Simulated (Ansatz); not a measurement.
Consider the redistribution: `CB([SiH3])CF` + `B[SiH2][GeH3]` → `B[SiH2]B(C)[SiH3]` + `F[CH2][GeH3]`.

Computed with Ansatz on PBE0-D4/def2-TZVP structures; ΔE is electronic, products minus reactants. CCSD(T)/CBS is the MP2 limit (def2-TZVPP, def2-QZVPP) plus CCSD(T) − MP2 in def2-TZVPP, frozen cores. For Ge outer-core shells are correlated without core-valence functions, which leaves a few kJ/mol of doubt a bond. Scalar relativity is left out up to krypton. Each species was taken in one conformer, which may not be the lowest.

`CB([SiH3])CF`:

Cartesian coordinates in Å:
```
C -0.160 -0.506 -1.595
B -0.094 0.048 -0.138
Si 1.126 -0.738 1.275
C -1.008 1.254 0.232
F -0.910 1.703 1.544
H -0.427 -1.570 -1.573
H 0.841 -0.488 -2.045
H -0.852 0.011 -2.266
H 0.331 -1.214 2.441
H 2.083 0.296 1.760
H 1.920 -1.890 0.758
H -2.061 0.992 0.041
H -0.788 2.102 -0.434
```

`B[SiH2][GeH3]`:

Z-matrix (Å, degrees):
```
Si
Ge 1 2.400
B 1 1.985 2 101.7
H 1 1.488 2 107.0 3 -121.5
H 1 1.488 2 107.0 3 121.5
H 2 1.538 1 109.7 3 179.5
H 2 1.538 1 110.8 3 59.7
H 2 1.538 1 110.8 3 -60.7
H 3 1.196 1 120.8 2 86.7
H 3 1.196 1 120.8 2 -86.8
```

`B[SiH2]B(C)[SiH3]`:

```xyz
15

B     1.140   -1.637    1.517
Si   -0.683   -1.318    0.768
B    -0.342    0.441   -0.182
C    -0.214    1.764    0.624
Si   -0.069    0.366   -2.178
H     1.442   -1.189    2.584
H     1.990   -2.181    0.876
H    -1.716   -1.141    1.830
H    -1.125   -2.382   -0.177
H     0.874    1.849    0.798
H    -0.685    1.776    1.609
H    -0.484    2.666    0.068
H    -1.426    0.240   -2.789
H     0.580    1.577   -2.757
H     0.717   -0.832   -2.589
```

`F[CH2][GeH3]`:

Cartesian coordinates in Å:
```
F 0.712 1.153 -1.424
C -0.191 0.920 -0.398
Ge 0.133 -0.852 0.411
H -1.202 0.977 -0.811
H -0.076 1.712 0.347
H 1.556 -0.904 0.985
H -0.890 -1.061 1.541
H -0.042 -1.945 -0.653
```

```tsv
species	HF/CBS(def2) energy (Eh)
`CB([SiH3])CF`	-493.54238
`B[SiH2][GeH3]`	-2393.09620
`B[SiH2]B(C)[SiH3]`	-670.93496
`F[CH2][GeH3]`	-2215.67432
```

(1) Work out ΔE.

Largest T1 diagnostic among the species: 0.015.

Answers

(1) ΔE = (-670.93496) + (-2215.67432) − (-493.54238) − (-2393.09620) = 0.02930 Eh = +76.9 kJ/mol. CCSD(T)/CBS gives +68.9 kJ/mol.

In def2-TZVPP, CCSD(T) changes the Hartree–Fock value by −9.8 kJ/mol (the triples alone add −2.2 kJ/mol) and MP2 by −7.7 kJ/mol. From PBE to PBE0 (25 % exact exchange), in def2-TZVPP and without D4, ΔE moves by +4.1 kJ/mol.
